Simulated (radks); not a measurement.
Q: Isoelectronic series with 8 electrons, each ion in its NIST ground configuration. Calculated with a radial shooting solver on a logarithmic mesh with Libxc functionals: scalar-relativistic Kohn-Sham, r2SCAN, spin-unpolarised, spherical densities, finite nucleus; meta-GGA in the generalised Kohn-Sham scheme; Fermi nuclear charge, rms radius of each element as measured or else 0.836 A^(1/3) + 0.57 fm. Total energies (hartree) and mean radii <r> (bohr):

ion    configuration  E (hartree)      2p      2s       1s
O       [He] 2s2 2p4    -75.01398   1.259   1.138   0.1992
F+      [He] 2s2 2p4    -99.04723  0.9809  0.9595   0.1761
Ne2+    [He] 2s2 2p4   -126.61572  0.8106  0.8271   0.1577
Mg4+    [He] 2s2 2p4   -192.34935  0.6059  0.6473   0.1304
Al5+    [He] 2s2 2p4   -230.51883  0.5388  0.5837   0.1200
Si6+    [He] 2s2 2p4   -272.22914  0.4852  0.5314   0.1111
P7+     [He] 2s2 2p4   -317.48589  0.4415  0.4877   0.1034
S8+     [He] 2s2 2p4   -366.29551  0.4051  0.4506  0.09666
Cl9+    [He] 2s2 2p4   -418.66518  0.3742  0.4187  0.09076
Ar10+   [He] 2s2 2p4   -474.60273  0.3478  0.3909  0.08552
K11+    [He] 2s2 2p4   -534.11668  0.3248  0.3666  0.08085
Ca12+   [He] 2s2 2p4   -597.21608  0.3047  0.3451  0.07665
Ti14+   [He] 2s2 2p4   -734.21071  0.2711  0.3088  0.06941
V15+    [He] 2s2 2p4   -808.12728  0.2569  0.2933  0.06627
Cr16+   [He] 2s2 2p4   -885.67179  0.2442  0.2793  0.06339
Mn17+   [He] 2s2 2p4   -966.85645  0.2326  0.2665  0.06075

Estimate the row of Sc13+ ([He] 2s2 2p4).

A: E (hartree) -663.91064; 2p 0.2869; 2s 0.3260; 1s 0.07286.
